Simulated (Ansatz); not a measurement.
Reaction (substitution at a C–Si bond): `OC(S)[SiH2]F` + H₂S → `OC(S)S` + `F[SiH3]`

Calculated with Ansatz (gas phase, PBE0-D4/def2-TZVP geometries, no zero-point term in ΔE). CCSD(T)/CBS adds triple-zeta CCSD(T) − MP2 to the extrapolated MP2 energy (def2 sets, frozen cores). This one scheme is used for every species. Functionals use def2-TZVPP. B3LYP here is the variant with VWN-RPA as its local correlation; programs differ in this. One conformer a species, not always the lowest.

```
       species  B3LYP energy (Eh)
`OC(S)[SiH2]F`         -904.07687
           H₂S         -399.42676
      `OC(S)S`         -912.21718
     `F[SiH3]`         -391.27046
```

Question: Work out ΔE.

Answer: ΔE = (-912.21718) + (-391.27046) − (-904.07687) − (-399.42676) = 0.01599 Eh = +42.0 kJ/mol. CCSD(T)/CBS gives +43.8 kJ/mol.

Largest T1 diagnostic among the species: 0.012.
